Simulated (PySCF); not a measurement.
A PySCF script (with the pyscf-properties extension) for the NMR shieldings of SMILES COC[SiH2]N([SiH3])C=O, C₃H₁₁NO₂Si₂, on a GFN2-xTB geometry:

```python
import basis_set_exchange as bse
import numpy as np
from pyscf import gto, dft
from pyscf.prop import nmr

atoms = """
C     3.449717    0.265138   -0.051955
O     2.305183   -0.523219    0.150625
C     1.096744    0.190196   -0.014359
Si   -0.248309   -1.082220    0.430017
N    -1.809252   -0.281961    0.093481
Si   -2.163903    1.276614   -0.611000
C    -2.741710   -1.169523    0.447824
O    -2.434183   -2.255867    0.887458
H     3.468748    0.684705   -1.066159
H     3.495604    1.091381    0.669464
H     4.311342   -0.384996    0.087834
H     1.090143    1.066139    0.649478
H     1.022639    0.572315   -1.042454
H    -0.117884   -2.220402   -0.469344
H    -0.153914   -1.340177    1.861006
H    -3.614678    1.440862   -0.530639
H    -1.464130    2.284372    0.181882
H    -1.713585    1.256208   -2.002331
H    -3.788377   -0.860314    0.321711
"""
names = dict.fromkeys(["C", "O", "Si", "N", "H"], "pcSseg-1")
basis = {el: gto.basis.parse(bse.get_basis(n, elements=[el], fmt="nwchem")) for el, n in names.items()}
mol = gto.M(atom=atoms, basis=basis, charge=0, verbose=0)
mf = dft.RKS(mol, xc="PBE0")
mf.grids.level = 2
mf.grids.alignment = dft.numint.BLKSIZE   # the property module wants whole blocks of grid points
mf.conv_tol = 1e-9
mf.kernel()

calc = nmr.RKS(mf)   # GIAO
C = mf.mo_coeff
Co = C[:, mf.mo_occ > 0]
resp = mf.gen_response(singlet=True, hermi=2)
def vind(x):   # induced exchange potential for any number of trial vectors
    d = np.einsum("pi,xij,qj->xpq", C, 2 * x.reshape(-1, C.shape[1], Co.shape[1]), Co, optimize=True)
    return np.einsum("xpq,pi,qj->xij", resp(d - d.transpose(0, 2, 1)), C, Co, optimize=True).ravel()
mo1, _ = nmr.rhf.solve_mo1(calc, with_cphf=vind)
sigma = calc.kernel(mo1)
for i, s in enumerate(sigma):   # ppm
    print("%2d %-2s %9.2f" % (i, mol.atom_pure_symbol(i), np.trace(s) / 3))
```

Q: Give the expected output.

A: 
```
 0 C     120.76
 1 O     337.80
 2 C     123.26
 3 Si    397.76
 4 N     148.74
 5 Si    407.14
 6 C      12.86
 7 O    -130.74
 8 H      28.38
 9 H      28.37
10 H      27.71
11 H      28.41
12 H      28.30
13 H      26.89
14 H      26.82
15 H      26.91
16 H      27.27
17 H      27.11
18 H      23.52
```

These numbers come from an equivalent density-fitted implementation of the same equations, which agrees with the script to about 0.01 ppm for H and up to a few tenths of a ppm for heavy atoms, so last digits may differ.

Q: Turn these shieldings into chemical shifts. Chemical shifts δ = σref − σ; TMS for ¹³C (σ = 186.93 ppm), ²⁹Si (σ = 349.16 ppm), ¹H (σ = 31.72 ppm); ¹⁷O (σ = 336.08 ppm) vs H2O; ¹⁵N (σ = 267.73 ppm) vs NH3, all at this level.

A: Averaging equivalent atoms: C 6: 174.1; C 0: 66.2; C 2: 63.7; O 7: 466.8; O 1: -1.7; Si 3: -48.6; Si 5: -58.0; N 4: 119.0; H 18: 8.20; H 13/14: 4.86; H 15/16/17: 4.62; H 8/9/10: 3.56; H 11/12: 3.36 ppm. Unscaled 17O shifts of doubly bonded oxygen tend to come out too high, by tens of ppm or more. Experimental scales use liquid or dissolved standards, which lie at an offset from isolated NH3 (liquid NH3: subtract about 20 ppm) and H2O (liquid H2O: subtract about 36 ppm).

Size and cost of the density-fitted run: 205 basis functions, 81 s wall time on 1 thread of an Arm Neoverse N1, shared host; peak memory 0.92 GiB.
